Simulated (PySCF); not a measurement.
## Hf³⁺: interval between two levels

Hf³⁺ [Xe] 4f14 5d1 [2D5/2, M_J = 5/2] → Hf³⁺ [Xe] 4f14 6p1 [2P3/2, M_J = 3/2], as a difference of total energies. Computed with PySCF 2.14 in x2c-TZVPall-2c with one added diffuse shell each of s, p, d type (12s12p11d2f, 117 functions), with the two-component X2C-1e Hamiltonian. Correlated levels: [Kr] 4d10 4f14 frozen; the 34 highest virtual spinors dropped. "Screened" scales the spin-orbit matrix elements by Boettger's factors to mimic the two-electron term; Breit and QED terms are absent.

```tsv
method	interval between two levels (cm⁻¹)
GHF (screened spin-orbit)	70236
GMP2 (screened spin-orbit)	68217
```
